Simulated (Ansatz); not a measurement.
Consider the ligand exchange at a B–C bond: `BCB(C)Cl` + `C[SiH](F)P` → `BP[SiH](C)F` + `CB(C)Cl`.

Isolated molecules relaxed with PBE0-D4/def2-TZVP in Ansatz; ΔE leaves out vibrations. CCSD(T)/CBS adds triple-zeta CCSD(T) − MP2 to the extrapolated MP2 energy (def2 sets, frozen cores). Each species was taken in one conformer, which may not be the lowest.

```tsv
species	MP2/def2-TZVPP energy (Eh)
`BCB(C)Cl`	-589.52265
`C[SiH](F)P`	-771.34633
`BP[SiH](C)F`	-796.70901
`CB(C)Cl`	-564.17109
```

Problem. Work out ΔE.

Solution. ΔE = (-796.70901) + (-564.17109) − (-589.52265) − (-771.34633) = -0.01112 Eh = -7.0 kcal/mol. CCSD(T)/CBS gives -7.2 kcal/mol.

Largest T1 diagnostic among the species: 0.015.

In def2-TZVPP, CCSD(T) changes the Hartree–Fock value by −1.1 kcal/mol (the triples alone add −0.5 kcal/mol) and MP2 by −1.2 kcal/mol.
